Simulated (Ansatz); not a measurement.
```yaml
crystal:
  periodic: [false, false, false]
  atoms:
    - {symbol: N, position_ang: [2.493714, 2.801282, -0.122509]}
    - {symbol: C, position_ang: [0.628976, 0.301162, 1.109351]}
    - {symbol: Si, position_ang: [-3.248093, 1.241606, 1.528939]}
    - {symbol: Sn, position_ang: [1.693380, -3.410221, -1.665847]}
    - {symbol: H, position_ang: [2.258625, 4.481589, 1.285512]}
    - {symbol: H, position_ang: [1.814013, 3.542310, -2.119967]}
    - {symbol: H, position_ang: [1.569530, -0.286169, 3.318905]}
    - {symbol: H, position_ang: [-4.869628, -1.310177, 2.899113]}
    - {symbol: H, position_ang: [-3.636966, 3.905090, 3.167221]}
    - {symbol: H, position_ang: [-4.549501, 1.688569, -1.501607]}
    - {symbol: H, position_ang: [1.269221, -2.173814, -5.269956]}
    - {symbol: H, position_ang: [-0.775775, -6.208865, -1.103344]}
    - {symbol: H, position_ang: [5.073074, -4.730155, -1.038593]}
basis:
  gaussian: {orbitals: ANO-RCC-VTZP}
hamiltonian: {xc: {name: B2PLYP}}
accuracy: high
scf: {lower_state_search: off}
```

```sh
$ ansatz run in.yaml --threads 4 --pin off --events-out ev --progress --plain --max-ram 10444MiB
```

Shortened log:

```
Functional definition: B2PLYP
5081 factors; integrals over basis functions are off by at most 5.0e-9 eV
mean field evaluation 1: about -178526.8787 eV, gradient 7.7e1 eV
mean field evaluation 2: about -178526.9273 eV, gradient 7.7e1 eV
mean field evaluation 4: about -178466.2486 eV, gradient 1.3e2 eV
mean field evaluation 8: about -178557.1405 eV, gradient 6.6e0 eV
mean field evaluation 16: about -178558.7086 eV, gradient 3.7e-2 eV
mean field -178558.70867143 eV, -6561.9115122352 hartree, gradient 3.3e-8 eV, S^2 0.000000; 0 other end points of the search recorded, 0 dependent functions left out
25 core orbitals not correlated: weight in the atoms' cores, before any rotation towards them, 1.000 or more for the frozen orbitals, at most 0.000 for the correlated occupied ones
reference -178558.70871743 eV, -6561.9115139258 hartree; 18, 18 occupied and 245, 245 virtual orbitals, 5081 factors
second order -61.58963234 eV of doubles, -0.00000000 eV of singles
Total energy: -178575.33791816 eV, -6562.5226257810 hartree
Relativity: scalar
Checks for a lower state left out: stability, starts, cluster_reference, orbital_swaps, neighbouring_geometries, increment
```

In this input the geometry is stretched to more than twice its size. Self-consistency was reached. The result belongs to that input, not to the molecule as meant.
